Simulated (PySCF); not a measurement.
How PBE and PBE0 compare on the HOMO–LUMO gap of the Kohn–Sham levels of molecules with a metal or metalloid centre.

Values in eV, from PySCF. Where two bases are given, the first is that of PBE. PBE0 is a level with its own limits.

```csv
system,basis,PBE,PBE0,PBE − PBE0
Si(H)(F)(Cl)(OH) singlet,def2-TZVP,7.55,10.02,-2.48
Ge(Cl)(Br)(Et)2 singlet,def2-SVP,5.45,7.68,-2.23
In(F)2(Vi) singlet,def2-TZVP,4.95,7.11,-2.16
Se(SeH)(OSiH3) singlet,def2-TZVP,3.29,5.39,-2.10
Ge(F)(Cl)2(OH) singlet,def2-TZVP,5.63,8.21,-2.58
Be(SeH)2 singlet,def2-TZVP,4.69,6.59,-1.91
B(Me)(OSiH3)2 singlet,def2-TZVP,6.26,8.54,-2.29
In(Vi)(OMe)2 singlet,def2-TZVP,3.41,5.81,-2.40
Bi(Me)2(TeH) singlet,def2-TZVP,2.99,4.66,-1.66
pinacolborane singlet,def2-SVP,6.50,9.02,-2.52
Si(OH)4 singlet,def2-TZVP,6.85,9.55,-2.69
Ru(Cp)2 singlet,def2-SVP,3.59,5.97,-2.38
Sn(H)(F)2(OH) singlet,def2-TZVP,5.04,7.83,-2.78
Ge(F)(Br)2(OH) singlet,def2-TZVP,4.76,7.04,-2.28
Ge(H)(F)(Cl)2 singlet,def2-TZVP,5.94,8.41,-2.47
Si(Me)(OH)(OMe)2 singlet,def2-SVP,6.84,9.43,-2.58
In(F)(Cl)(OH) singlet,def2-TZVP,4.00,6.56,-2.55
Te(Me)(SMe) singlet,def2-TZVP,2.97,4.83,-1.86
In(Cl)2(tBu) singlet,def2-TZVP,3.52,5.35,-1.83
OB(O)[SiH2]B(O)O singlet,def2-TZVP,5.08,7.23,-2.16
Ga(F)(Et)(Vi) singlet,def2-TZVP,4.21,6.35,-2.14
Ge(F)2(Br)(Vi) singlet,def2-TZVP,5.13,7.38,-2.25
F[Si](F)(F)c1ccc([Si](F)(F)F)cc1 singlet,def2-SVP,4.51,6.32,-1.81
Mg(tBu)(GeH3) singlet,def2-SVP,2.50,4.11,-1.61
```

The mean difference from PBE0 is -2.24 eV (median -2.27) and the mean absolute one 2.24 eV (median 2.27); PBE lies above in 0 and below in 24 of 24 cases. It is closest for Mg(tBu)(GeH3) singlet (-1.61), Bi(Me)2(TeH) singlet (-1.66), F[Si](F)(F)c1ccc([Si](F)(F)F)cc1 singlet (-1.81) and furthest off for Sn(H)(F)2(OH) singlet (-2.78), Si(OH)4 singlet (-2.69), Ge(F)(Cl)2(OH) singlet (-2.58).
